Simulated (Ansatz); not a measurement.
C2H6AlBO (`O[CH2][Al]1[BH][CH2]1`). Total charge 0; spin multiplicity 1. All single points use the PBE0-D4/def2-TZVP geometry. It is one conformer, not always the lowest.

```xyz
11

O    -2.331   -0.033   -0.334
C    -1.352    0.905   -0.791
Al    0.410   -0.015   -0.889
B     1.989   -0.976   -0.238
C     1.352   -0.474    0.980
H    -2.139   -0.266    0.577
H    -1.351    1.822   -0.186
H    -1.672    1.207   -1.792
H     2.913   -1.698   -0.406
H     0.510    0.243    1.083
H     1.672   -0.714    1.995
```

What is the dipole moment at B3LYP/def2-TZVPP? (Best estimate.)

The calculation gave: 2.15 D, with components (-1.15, 1.80, 0.25) D in this frame, pointing from negative to positive charge.

And with PBE, r2SCAN, ωB97M-V? (An estimate is asked.)

The calculation gave: PBE 2.26 D, r2SCAN 2.24 D, ωB97M-V 2.18 D.

Give the Mulliken charges with B3LYP, PBE, r2SCAN in def2-TZVPP. (Estimate.)

Ansatz gave: 
| atom | B3LYP | PBE | r2SCAN |
| --- | --- | --- | --- |
| O1 | -0.33 | -0.29 | -0.34 |
| C2 | -0.15 | -0.17 | -0.12 |
| Al3 | 0.12 | 0.13 | 0.27 |
| B4 | 0.06 | -0.02 | -0.04 |
| C5 | -0.33 | -0.28 | -0.29 |
| H6 | 0.19 | 0.19 | 0.21 |
| H7 | 0.11 | 0.11 | 0.08 |
| H8 | 0.09 | 0.10 | 0.05 |
| H9 | 0.05 | 0.03 | 0.03 |
| H10 | 0.07 | 0.08 | 0.07 |
| H11 | 0.12 | 0.11 | 0.09 |

B3LYP here is the variant with VWN-RPA as its local correlation; programs differ in this.
